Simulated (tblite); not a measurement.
C6H8N (doublet state).
Geometry (GFN2-xTB, Å), atoms numbered from 1 in this order:
```
atom  x, y, z in Å
C1     2.9823    0.1079   -0.1815
C2     1.5451    0.0207   -0.2157
C3     0.3358   -0.0795   -0.2532
C4    -1.0452   -0.1342   -0.2909
C5    -1.7170   -1.4298   -0.6025
C6    -1.8141    1.0283   -0.0086
N7    -1.3996    2.2030    0.2939
H8     3.4041   -0.8077    0.2343
H9     3.2943    0.9559    0.4287
H10    3.3708    0.2416   -1.1927
H11   -2.5980   -1.2638   -1.2214
H12   -2.0484   -1.9093    0.3221
H13   -1.0386   -2.1115   -1.1113
H14   -2.8942    0.9111   -0.0538
H15   -0.3818    2.2752    0.3250
```

Computed values, GFN2-xTB/tblite, gas phase, harmonic and unscaled. Against measured fundamentals such values can be off by several per cent, at times by over 20. One conformer, not necessarily the lowest. Open shells enter through the occupations alone, without spin polarisation, and single modes of such species can be off by tens of per cent. The optimisation stopped once no atom felt more than 0.01 eV/Å.

Lowest wavenumbers of the output (negative numbers stand for imaginary wavenumbers):
```
mode    cm-1
  1     -23.0
  2      20.3
  3      84.8
  4     147.7
  5     161.4
  6     237.8
  7     271.5
  8     285.8
```

Task: Is this structure a minimum?

Result: Not by this Hessian. 1 mode is imaginary beyond 20i (23i cm⁻¹), so at this level the point lies at or near a first-order saddle. The curvature is small, so loose convergence or finite differences may be the whole cause.

Task: Which atoms move in the imaginary mode?

Result: 23i: H12 (hydrogen on carbon) 37 %, H11 (hydrogen on carbon) 32 %, H13 (hydrogen on carbon) 28 %. These are shares of the mass-weighted motion.

Task: What is the remedy?

Result: Step along that mode in both directions, optimise again with tighter thresholds and repeat the frequencies. The zero-point energy of this point (74.3 kcal/mol) counts the 38 real modes alone, and thermal corrections from it aren't those of a minimum.

The run took 0.38 s of wall time on one thread of an Arm Neoverse V1, no GPU, shared host with 32 logical CPUs at a one-minute load of 31. This covers the Hessian and the dipole derivatives.
